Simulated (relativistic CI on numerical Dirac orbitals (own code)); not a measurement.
## Radial parameters of Zr²⁰⁺

Method of calculation: Dirac-Coulomb-Breit CI, KLI orbitals optimised for each configuration, model QED (radiative potential, 1s self-energy scaled to tabulated hydrogen-like ionisation energies), unscaled Slater integrals (own radial code, finite nucleus).

Slater integrals F^k, G^k are unscaled and averaged over j, outside the closed core [Ne]; ζ comes from projecting the Hamiltonian with its Breit term on Σ l·s of the shell.

- 3s²3p⁶3d²: F^2(3d,3d) = 269330, F^4(3d,3d) = 173270, ζ(3d) = 10816 cm⁻¹; <r>(3d) = 0.3759, <r^2>(3d) = 0.1648 (bohr units).
- 3s²3p⁵3d³: ζ(3p) = 91447, F^2(3d,3d) = 268570, F^4(3d,3d) = 172760, F^2(3p,3d) = 240740, G^1(3p,3d) = 267120, G^3(3p,3d) = 175320, ζ(3d) = 10615 cm⁻¹; <r>(3p) = 0.4133, <r^2>(3p) = 0.1971, <r>(3d) = 0.3768, <r^2>(3d) = 0.1657 (bohr units).
- 3s3p⁶3d³: F^2(3d,3d) = 268230, F^4(3d,3d) = 172540, G^2(3s,3d) = 201980, ζ(3d) = 10735 cm⁻¹; <r>(3s) = 0.4205, <r^2>(3s) = 0.2014, <r>(3d) = 0.3772, <r^2>(3d) = 0.1661 (bohr units).

Give the Racah parameters of the d shell in 3s²3p⁶3d².

B = F²/49 − 5F⁴/441 = 3532 cm⁻¹ and C = 35F⁴/441 = 13752 cm⁻¹.

Averages of the first 10 configurations, taken without configuration mixing, which lowers the lowest level and can move excited configurations by several eV; other configurations of the list can lie among them:

```csv
Configuration,Parity,States,Average energy above the lowest level (eV)
3s²3p⁶3d²,even,45,7.8
3s²3p⁵3d³,odd,720,138.2
3s3p⁶3d³,even,240,236.8
3s²3p⁶3d4s,even,20,350.1
3s²3p⁶3d4p,odd,60,383.9
3s²3p⁶3d4d,even,100,432.9
3s²3p⁶3d4f,odd,140,475.4
3s²3p⁵3d²4s,odd,540,476.3
3s²3p⁵3d²4p,even,1620,510.3
3s²3p⁶4s²,even,1,711.6
```
